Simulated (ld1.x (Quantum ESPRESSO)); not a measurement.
## What one change does to a pseudopotential (chlorine (Cl), TM)

```
Element                 : chlorine (Cl)
Generator               : ld1.x (Quantum ESPRESSO) 7.5
Type                    : norm-conserving Troullier–Martins (Kleinman–Bylander form)
Functional              : LDA (PZ)
Relativity              : non-relativistic
Frozen core             : [Ne]
Valence charge          : 7
Reference configuration : 3s2 3p5
Partial waves           : 3p (bound): rc 1.40 bohr; 3s (bound): rc 1.05 bohr
Local potential         : the s channel
Core correction         : a·sin(br)/r model core, default radius (core density twice the valence density)
```

Change: all radii but the core radius scaled by about 1.07 (s 1.12, p 1.50 bohr).

Cutoffs: the cutoffs (Ry, on a coarse ladder) from which the occupation-weighted sum of valence levels, in a spherical-Bessel basis at the reference potential, stays within 10 and 1 mRy of its value at 400 Ry; they do not see the model core or the augmentation charge, which bear on the density cutoff. Errors are all-electron minus pseudo energies relative to the spin-unpolarised reference configuration.

How do hardness, ghosts and transferability respond?

The potential gets softer (70 Ry and 160 Ry → 55 Ry and 120 Ry); of the 9 tests that both files solve, the error grows in 0 and shrinks in 1 by more than 15 % and 0.3 meV (median size 5.2 → 4.7 meV); neither file shows a bound ghost. A larger radius leaves more room for a smooth pseudo-wave, so fewer plane waves are needed.

| quantity | base | changed |
| --- | --- | --- |
| cutoff, loose | 70 Ry | 55 Ry |
| cutoff, tight | 160 Ry | 120 Ry |
| loose cutoff by channel (10 mRy a level) | p 15 Ry, s 60 Ry | p 15 Ry, s 45 Ry |
| bound ghosts | none | none |
| error for 3s2 3p4, meV [ΔE 13.99 eV] | +5.2 | +4.7 |
| error for 3s2 3p3, meV [ΔE 39.53 eV] | +33 | +29 |
| error for 3s2 3p2, meV [ΔE 77.93 eV] | +106 | +96 |
| error for 3s2 3p1, meV [ΔE 130.30 eV] | +256 | +232 |
| error for 3s2 3p4.5, meV [ΔE 5.64 eV] | +1.0 | +0.9 |
| error for 3s1 3p6, meV [ΔE 11.87 eV] | -0.7 | +0.3 |
| error for 3s2 3p5.3, meV [ΔE -2.18 eV] | +0.2 | +0.2 |
| error for 3s2 3p5 (spin-polarised), meV [ΔE -0.19 eV] | +3.2 | +3.1 |
| error for 3s2 3p4 (spin-polarised), meV [ΔE 13.11 eV] | +21 | +20 |
